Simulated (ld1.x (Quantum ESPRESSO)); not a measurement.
## u(r) = r·R(r): atom against pseudo-atom (ruthenium (Ru))

Columns: radius, all-electron u(r) and pseudo u(r) of the 5p shell (level -6.12 eV) of ruthenium in the configuration [Ar] 3d10 4s2 4p6 4d7 5s0 5p0; PBE, scalar-relativistic, ultrasoft scheme, ld1.x (Quantum ESPRESSO) 7.5.

| r (bohr) | all-electron | pseudo |
| --- | --- | --- |
| 0.145 | 0.0093 | 0.0416 |
| 0.290 | -0.1402 | 0.1504 |
| 0.435 | -0.0449 | 0.2850 |
| 0.580 | 0.1071 | 0.3959 |
| 0.725 | 0.2059 | 0.4451 |
| 0.870 | 0.2329 | 0.4192 |
| 1.015 | 0.2033 | 0.3313 |
| 1.160 | 0.1384 | 0.2101 |
| 1.305 | 0.0561 | 0.0853 |
| 1.450 | -0.0317 | -0.0248 |
| 1.595 | -0.1176 | -0.1172 |
| 1.740 | -0.1975 | -0.1975 |
| 1.885 | -0.2693 | -0.2693 |
| 2.030 | -0.3323 | -0.3323 |
| 2.175 | -0.3863 | -0.3863 |
| 2.320 | -0.4315 | -0.4315 |
| 2.465 | -0.4685 | -0.4685 |
| 2.610 | -0.4979 | -0.4979 |
| 2.755 | -0.5204 | -0.5204 |
| 2.900 | -0.5367 | -0.5367 |
| 3.045 | -0.5475 | -0.5475 |
| 3.190 | -0.5534 | -0.5534 |
| 3.335 | -0.5551 | -0.5551 |
| 3.480 | -0.5531 | -0.5531 |
| 3.625 | -0.5478 | -0.5478 |
| 3.770 | -0.5398 | -0.5398 |

Q: How many radial nodes do the two functions have?

A: The all-electron 5p function has n − l − 1 = 3; the pseudo-wave has 1, since 1 lower shell of the same l stays in the valence.

Q: At about which radius was the pseudo-wave matched?

A: 1.75 bohr. The columns agree to 0.0005 from 1.59 bohr on; several derivatives are matched, so the curves merge somewhat inside the radius.

Q: Is the pseudo-wave norm-conserving?

A: No, it belongs to an ultrasoft set: the norm inside the radius is not constrained, and the difference is carried by the augmentation charge.
